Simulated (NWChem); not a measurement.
System meant: B3N3H5, doublet; SMILES B1N[B]NBN1

Input file for NWChem:

```
start job
memory heap 200 mb stack 900 mb global 1100 mb
geometry units angstroms noautoz
  B      0.000000     0.000000     1.484667
  N      1.227628     0.000000     0.773201
  B      1.254804     0.000000    -0.657600
  N      0.000000     0.000000    -1.337097
  B     -1.254804     0.000000    -0.657600
  N     -1.227628     0.000000     0.773201
  H      2.102751     0.000000     1.280739
  H      2.301095     0.000000    -1.264133
  H      0.000000     0.000000    -2.348604
  H     -2.301095     0.000000    -1.264133
  H     -2.102751     0.000000     1.280739
end
basis spherical
  * library def2-svp
end
dft
  odft
  mult 3
  xc xpbe96 cpbe96
  iterations 150
  mulliken
end
task dft energy
```

End of the output:

```
 Summary of "ao basis" -> "" (spherical)
 ------------------------------------------------------------------------------
       Tag                 Description            Shells   Functions and Types
 ---------------- ------------------------------  ------  ---------------------
 *                          def2-svp                  on all atoms

  pbe96 is a nonlocal functional; adding pw91lda local functional.

                                 NWChem DFT Module
                                 -----------------

 Summary of "ao basis" -> "ao basis" (spherical)
 ------------------------------------------------------------------------------
       Tag                 Description            Shells   Functions and Types
 ---------------- ------------------------------  ------  ---------------------
 B                          def2-svp                 6       14   3s2p1d
 N                          def2-svp                 6       14   3s2p1d
 H                          def2-svp                 3        5   2s1p

 Summary of "ao basis" -> "ao basis" (spherical)
 ------------------------------------------------------------------------------
       Tag                 Description            Shells   Functions and Types
 ---------------- ------------------------------  ------  ---------------------
 B                          def2-svp                 6       14   3s2p1d
 N                          def2-svp                 6       14   3s2p1d
 H                          def2-svp                 3        5   2s1p

      Symmetry analysis of basis
      --------------------------

        a1         45
        a2         12
        b1         35
        b2         17

  number of electrons :                   41
  multiplicity        :                    3
 ------------------------------------------------------------------------
  no. of electrons and multiplicity not compatible                  41
 ------------------------------------------------------------------------
 ------------------------------------------------------------------------
  current input line :
    26: task dft energy
 ------------------------------------------------------------------------
 ------------------------------------------------------------------------
 There is an error in the input file
 ------------------------------------------------------------------------
 For more information see the NWChem manual at https://nwchemgit.github.io

0: no. of electrons and multiplicity not compatible:Received an Error in Communication
```

Q: Find the fault in this run and fix the input.

A: The program refused the input. Cause: the multiplicity doesn't fit the number of electrons (an even count wants an odd multiplicity, and the reverse). This input runs:
```
start job
memory heap 200 mb stack 900 mb global 1100 mb
geometry units angstroms noautoz
  B      0.000000     0.000000     1.484667
  N      1.227628     0.000000     0.773201
  B      1.254804     0.000000    -0.657600
  N      0.000000     0.000000    -1.337097
  B     -1.254804     0.000000    -0.657600
  N     -1.227628     0.000000     0.773201
  H      2.102751     0.000000     1.280739
  H      2.301095     0.000000    -1.264133
  H      0.000000     0.000000    -2.348604
  H     -2.301095     0.000000    -1.264133
  H     -2.102751     0.000000     1.280739
end
basis spherical
  B library def2-svp
  N library def2-svp
  H library def2-svp
end
dft
  odft
  mult 2
  xc xpbe96 cpbe96
  iterations 150
  mulliken
end
task dft energy
```
It converges to -241.48869 Ha (PBE/def2-SVP, spin-unrestricted).
